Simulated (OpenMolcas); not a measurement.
## Potential curves of GaGe: spin-free states

Computed with OpenMolcas 26.06: state-averaged CASSCF(7,8) over Ge 4s 4p, Ga 4s 4p, XMS-CASPT2 (IPEA 0.25, imaginary shift 0.2 hartree), scalar X2C, ANO-RCC-VTZP, then RASSI spin–orbit state interaction with atomic mean-field integrals. C2 symmetry about the axis (a holds Σ, Δ, Γ; b holds Π, Φ, H; Σ⁺ and Σ⁻ are not told apart); roots by multiplicity and irrep: 4a 5, 2a 7, 2b 8, 4b 2.

XMS-CASPT2 energies in eV from the lowest point. Curves are followed by energy order within each symmetry, so they are adiabatic and may change character at avoided crossings; Σ⁺ and Σ⁻ are counted together.

```csv
R (Å),(1)4Σ,(1)2Π,(1)2Σ,(2)2Π,(2)2Σ,(1)4Δ,(1)4Π
2.135,0.726,1.227,1.509,2.449,2.090,4.299,3.276
2.260,0.274,0.978,1.071,1.733,1.602,3.489,2.841
2.371,0.072,0.900,0.885,1.364,1.374,3.003,2.587
2.483,0.000,0.844,0.829,1.219,1.279,2.679,2.427
2.607,0.020,0.805,0.864,1.244,1.276,2.448,2.325
2.731,0.106,0.785,0.959,1.367,1.340,2.308,2.269
2.905,0.292,0.848,1.138,1.556,1.487,2.203,2.226
3.129,0.579,1.023,1.381,1.769,1.702,2.150,2.193
3.476,1.031,1.336,1.697,1.957,1.969,2.140,2.170
3.973,1.559,1.759,1.956,2.104,2.130,2.169,2.158
```

**Question.** With masses 73.921 and 68.926 u, fit the curves (1)4Σ, (1)2Σ, (2)2Π, (2)2Σ near their minima.

**Answer.** At XMS-CASPT2, Te from the lowest curve (the fit fixes ωe to a per cent or two; the method's Re and ωe can be off by some per cent):

```
curve  Te (cm⁻¹)  Re (Å)  ωe (cm⁻¹)
(1)4Σ          0   2.515      214.6
(1)2Σ       6710   2.494      219.9
(2)2Π       9790   2.523      284.8
(2)2Σ      10250   2.547      204.2
```

The 7 lowest clean curves are shown; the next is (3)2Σ, from 2.20 eV. Left out for impure symmetry, kinks or missing points, though low: (1)2Δ, (2)4Σ. Only roots inside an energy window near the equilibrium distance were included, so the list of states is not complete; labels number the states computed. Each spin and symmetry block has orbitals of its own, averaged over its own roots, so gaps between blocks are less sure than gaps within one and near the minimum can be off by tenths of an eV, in bad cases by more. No Rydberg orbitals are active, so Rydberg states, and σ→σ* states whose orbital the CASSCF left unused, can be missing between those listed. CASPT2 splits the two components of degenerate states numerically, here by up to 131 cm⁻¹. Points that failed a check (symmetry, reference weights, a jump) are left out.
